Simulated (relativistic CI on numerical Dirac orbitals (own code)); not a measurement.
## Electric-dipole lines of Cr¹⁵⁺

Computed by Dirac-Coulomb-Breit CI, KLI orbitals optimised for each configuration, model QED, unscaled Slater integrals (own radial code, finite nucleus).

Configuration list (outside the closed core 1s2): 2s2.2p5, 2s.2p6, 2p6.3s, 2s2.2p4.3s, 2p6.3p, 2s2.2p4.3p, 2p6.3d, 2s2.2p4.3d, 2s.2p5.3s, 2s.2p5.3p, 2s.2p5.3d, 2s2.2p4.4s, 2s2.2p4.4p, 2s2.2p4.4d, 2s2.2p4.4f, 2s2.2p3.3s2, 2s2.2p4.5s, 2s.2p5.4s, 2s2.2p4.5p, 2s2.2p4.5d, 2s.2p5.4p, 2s2.2p4.5f, 2s2.2p4.5g, 2s2.2p3.3s.3p, 2s.2p5.4d, 2s.2p5.4f, 2s2.2p3.3p2, 2s2.2p3.3s.3d, 2s2.2p3.3p.3d, 2s.2p4.3s2, 2s.2p4.3s.3p, 2s2.2p3.3d2, 2s.2p5.5s, 2s.2p5.5p, 2s.2p5.5d, 2s.2p5.5f. Levels of other configurations are missing.

```csv
λ vac (Å),Lower,Upper,A (s⁻¹),E lower (10³ cm⁻¹),E upper (10³ cm⁻¹)
14.078,2s2.2p5 2P°_3/2 [1],2s2.2p4.4d 2D_5/2 [161],3.33e+12,0.0,7103.5
14.190,2s2.2p5 2P°_3/2 [1],2s2.2p4.4d 2D_5/2 [138],2.60e+12,0.0,7047.0
17.250,2s2.2p5 2P°_1/2 [2],2s2.2p4.3d 2D_3/2 [60],8.52e+12,70.8,5867.9
17.307,2s.2p6 2S_1/2 [3],2s.2p5.3d 2P°_1/2 [106],1.20e+13,953.7,6731.8
17.323,2s.2p6 2S_1/2 [3],2s.2p5.3d 2P°_3/2 [105],9.58e+12,953.7,6726.4
17.354,2s2.2p5 2P°_3/2 [1],2s2.2p4.3d 2D_5/2 [56],1.33e+13,0.0,5762.3
17.365,2s2.2p5 2P°_3/2 [1],2s2.2p4.3d 2P_3/2 [55],1.32e+13,0.0,5758.6
17.435,2s2.2p5 2P°_3/2 [1],2s2.2p4.3d 2S_1/2 [52],9.80e+12,0.0,5735.7
17.501,2s2.2p5 2P°_1/2 [2],2s2.2p4.3d 2P_1/2 [58],1.37e+13,70.8,5784.7
17.512,2s2.2p5 2P°_1/2 [2],2s2.2p4.3d 2D_3/2 [57],9.12e+12,70.8,5781.2
17.605,2s2.2p5 2P°_3/2 [1],2s2.2p4.3d 2D_5/2 [49],4.41e+12,0.0,5680.3
17.788,2s2.2p5 2P°_3/2 [1],2s2.2p4.3d 4F_5/2 [41],1.98e+12,0.0,5621.7
17.891,2s.2p6 2S_1/2 [3],2s.2p5.3d 2P°_3/2 [102],1.02e+13,953.7,6543.1
18.016,2s.2p6 2S_1/2 [3],2s.2p5.3d 2P°_1/2 [101],9.38e+12,953.7,6504.2
53.360,2s2.2p4.3s 4P_5/2 [4],2s2.2p4.4p 4D°_7/2 [116],1.89e+11,5043.6,6917.6
57.567,2s2.2p4.3p 2D°_5/2 [15],2s2.2p4.4d 2F_7/2 [134],4.12e+11,5292.6,7029.7
57.628,2s2.2p4.3p 4D°_7/2 [14],2s2.2p4.4d 4F_9/2 [132],4.41e+11,5289.5,7024.8
57.646,2s2.2p4.3p 4D°_5/2 [21],2s2.2p4.4d 4F_7/2 [155],4.31e+11,5348.6,7083.3
57.652,2s2.2p4.3p 2F°_7/2 [26],2s2.2p4.4d 2G_9/2 [173],4.46e+11,5424.3,7158.9
65.785,2s2.2p4.3d 2D_5/2 [59],2s2.2p4.4f 2F°_7/2 [198],1.01e+12,5852.6,7372.7
65.824,2s2.2p4.3d 4D_7/2 [31],2s2.2p4.4f 4F°_9/2 [144],8.06e+11,5558.2,7077.4
65.848,2s2.2p4.3d 4D_5/2 [32],2s2.2p4.4f 4F°_7/2 [145],5.81e+11,5558.9,7077.6
66.195,2s.2p5.3d 4F°_9/2 [83],2s.2p5.4f 4G_11/2 [343],9.59e+11,6388.7,7899.3
66.506,2s2.2p4.3d 4F_3/2 [43],2s2.2p4.4f 4G°_5/2 [168],7.29e+11,5636.4,7140.1
66.511,2s2.2p4.3d 2G_7/2 [50],2s2.2p4.4f 2H°_9/2 [182],9.45e+11,5708.7,7212.2
66.549,2s2.2p4.3d 2G_9/2 [51],2s2.2p4.4f 2H°_11/2 [183],9.79e+11,5710.0,7212.6
66.701,2s2.2p4.3d 4F_7/2 [45],2s2.2p4.4f 4G°_9/2 [165],9.21e+11,5639.2,7138.5
66.757,2s2.2p4.3d 4F_9/2 [37],2s2.2p4.4f 4G°_11/2 [148],9.81e+11,5581.5,7079.5
66.787,2s.2p5.3d 2F°_7/2 [104],2s.2p5.4f 2G_9/2 [385],9.68e+11,6718.6,8215.9
67.259,2s2.2p4.3d 2F_7/2 [38],2s2.2p4.4f 2G°_9/2 [149],9.28e+11,5592.8,7079.5
67.279,2s.2p5.3d 2F°_7/2 [95],2s.2p5.4f 4F_9/2 [359],8.26e+11,6460.3,7946.7
67.321,2s2.2p4.3d 2F_5/2 [47],2s2.2p4.4f 4D°_7/2 [170],5.56e+11,5656.8,7142.2
67.743,2s2.2p4.3d 2F_7/2 [54],2s2.2p4.4f 2G°_9/2 [190],8.04e+11,5743.4,7219.6
68.603,2s2.2p4.3d 4F_5/2 [41],2s2.2p4.4f 2F°_7/2 [147],4.92e+11,5621.7,7079.4
156.61,2s2.2p4.4f 2H°_9/2 [182],2s2.2p4.5g 2I_11/2 [322],2.77e+11,7212.2,7850.7
156.68,2s2.2p4.4f 2H°_11/2 [183],2s2.2p4.5g 2I_13/2 [325],2.82e+11,7212.6,7850.9
157.17,2s2.2p4.4f 4F°_9/2 [144],2s2.2p4.5g 4G_11/2 [244],2.43e+11,7077.4,7713.7
157.33,2s2.2p4.4f 4G°_9/2 [165],2s2.2p4.5g 4H_11/2 [284],2.73e+11,7138.5,7774.1
157.34,2s2.2p4.4f 4G°_11/2 [148],2s2.2p4.5g 4H_13/2 [251],2.80e+11,7079.5,7715.0
157.36,2s2.2p4.4f 4G°_7/2 [166],2s2.2p4.5g 4H_9/2 [282],2.56e+11,7138.5,7774.0
157.39,2s2.2p4.4f 2G°_9/2 [149],2s2.2p4.5g 2H_11/2 [250],2.75e+11,7079.5,7714.9
157.52,2s2.2p4.4f 2G°_7/2 [169],2s2.2p4.5g 2H_9/2 [289],2.59e+11,7141.0,7775.8
158.03,2s2.2p4.4f 2G°_9/2 [190],2s2.2p4.5g 2H_11/2 [331],2.50e+11,7219.6,7852.4
342.52,2s2.2p4.3p 4D°_7/2 [14],2s2.2p4.3d 4F_9/2 [37],7.12e+09,5289.5,5581.5
406.57,2s2.2p4.3s 4P_5/2 [4],2s2.2p4.3p 4D°_7/2 [14],4.52e+09,5043.6,5289.5
```

Terms are leading LS components. Brackets give the number of a level in order of energy, since labels repeat. The list gives strong lines, with weight on those to low levels, without lines whose two gauges differ by over a factor of 2.5, among the lowest 400 of 1082 levels, so that lines to higher ones, which can be the strongest, are missing. Levels whose partners in the same complex of configurations lie outside the list can be far off, and so can their lines. Rates are taken at the computed energies, electric ones in the length gauge.

At this charge energies of transitions that change n are usually good to better than 1 %, and those within a shell (Δn = 0) to a few per cent.

LS names give the leading component of a level, which can be under half, so a name can repeat, a term be missing and a line seem to break the LS rules.
